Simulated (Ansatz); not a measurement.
Compare A (`[NH2][Zn][CH2]F`) with its isomer B (`N[CH2][Zn][F]`).

Computed with Ansatz on PBE0-D4/def2-TZVP structures; ΔE is electronic, products minus reactants. CCSD(T)/CBS adds triple-zeta CCSD(T) − MP2 to the extrapolated MP2 energy (def2 sets, frozen cores). Functionals use def2-TZVPP. B3LYP here is the variant with VWN-RPA as its local correlation; programs differ in this. For Zn outer-core shells are correlated without core-valence functions, which leaves a few kJ/mol of doubt a bond. Scalar relativity is left out up to krypton. Each species was taken in one conformer, which may not be the lowest.

(1) Which isomer does CCSD(T)/CBS put lower? Give the gap. (Best estimate.)

(2) Give E(B) − E(A) in kJ/mol with B3LYP, HF/def2-TZVPP, PBE0-D4, MP2/def2-TZVPP, B2PLYP, r2SCAN-D4, PBE-D4. (Best estimate.)

Largest T1 diagnostic: 0.015.

Results:

(1) Ansatz gave: B, by 84.9 kJ/mol.

(2) Ansatz gave: B3LYP -78.4, HF/def2-TZVPP -85.4, PBE0-D4 -81.1, MP2/def2-TZVPP -83.7, B2PLYP -80.5, r2SCAN-D4 -79.2, PBE-D4 -78.6. None reverses the order clearly.
